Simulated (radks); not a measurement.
Results of a calculation; reference values are marked as such.
The mean radii <r> (bohr) of the occupied orbitals of an atom or ion are listed with their occupations. Code: a radial shooting solver on a logarithmic mesh with Libxc functionals. Model: scalar-relativistic Kohn-Sham, PBE, spin-unpolarised, spherical densities, point nucleus.

orbital  occ.    <r>
1s          1  1.636

Name the element and its charge.

Answer. Z = 1, hydrogen, charge 0: H in 1s1. The 1s radius gives Z: for a bare nucleus <r> = (2 gamma + 1)/(2Z) with gamma = sqrt(1 - (Z/c)^2), 1.5 bohr for Z = 1, and the self-interaction of the functional makes it slightly larger (1.636 here). The occupations add up to 1, and the charge is Z minus that.
